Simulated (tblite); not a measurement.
Start geometry of `CC/C=C/[Si@H]1OCCS1` from a force field or distance geometry (Å):
```
atom  x, y, z in Å
C1    -3.7674   -0.1508    0.0194
C2    -2.6640    0.8809    0.1236
C3    -1.3361    0.2051    0.1179
C4    -0.4565    0.2954    1.1039
Si5    1.1328   -0.5885    0.9699
O6     1.5253   -0.6376   -0.7338
C7     2.9141   -0.7339   -0.7957
C8     3.5605    0.4922   -0.2236
S9     2.8345    0.6543    1.4572
H10   -4.4516    0.0609   -0.8508
H11   -4.3273   -0.2197    0.9697
H12   -3.3495   -1.1600   -0.2132
H13   -2.8085    1.4301    1.0961
H14   -2.7080    1.6313   -0.6759
H15   -1.0475   -0.3897   -0.7518
H16   -0.6821    0.8777    2.0318
H17    1.1805   -1.8737    1.6074
H18    3.1633   -0.7779   -1.8777
H19    3.2694   -1.6753   -0.3547
H20    4.6364    0.2687   -0.0717
H21    3.3728    1.4275   -0.7937
```

Problem. What comes out of this run: GFN2-xTB geometry optimisation, gas phase in tblite 0.8.0?

Solution. 
```
atom  x, y, z in Å
C1    -3.6280   -0.1156   -0.2904
C2    -2.6143    0.9207    0.1955
C3    -1.2340    0.3513    0.1920
C4    -0.4569    0.2280    1.2620
Si5    1.2456   -0.5376    1.2694
O6     1.5564   -1.1594   -0.2069
C7     2.8320   -0.9433   -0.7360
C8     3.3037    0.4677   -0.4178
S9     2.9202    0.8293    1.3287
H10   -4.6319    0.3017   -0.2820
H11   -3.6103   -0.9901    0.3562
H12   -3.3942   -0.4333   -1.3039
H13   -2.8782    1.2531    1.2011
H14   -2.6454    1.7878   -0.4707
H15   -0.8816   -0.0034   -0.7678
H16   -0.8271    0.5757    2.2171
H17    1.4747   -1.5216    2.3214
H18    2.7765   -1.0954   -1.8182
H19    3.5292   -1.6738   -0.3096
H20    4.3767    0.5728   -0.5577
H21    2.7782    1.2023   -1.0280
```

The energy falls by 0.679 eV over 169 L-BFGS steps, the largest force on an atom goes from 2.56 to 0.010 eV/Å, and the atoms move by 0.578 Å rms after alignment. The bond that changes most is Si5–O6 (oxygen-bound silicon to silyl ether oxygen), which shortens by 0.117 Å. Bonds longer at the end by more than 0.005 Å: 4 of 21; shorter: 11. Among the angles that change most is Si5–O6–C7, from 105.6° to 117.2°. Among the dihedrals that turn most is H10–C1–C2–H14, from -2° to -60°. Rotational constants go from 2837, 535.1, 493.9 to 2502, 546.1, 509.0 MHz. The orientation of the end geometry is arbitrary; only internal coordinates are fixed.

On an Arm Neoverse N1 with one thread, shared host with 64 logical CPUs at a one-minute load of 57, this took 2.9 s of wall time.

Its GFN2-xTB frequencies are all real (lowest 21 cm⁻¹). One conformer, not necessarily the lowest.

The numbers are calculated, not measured.
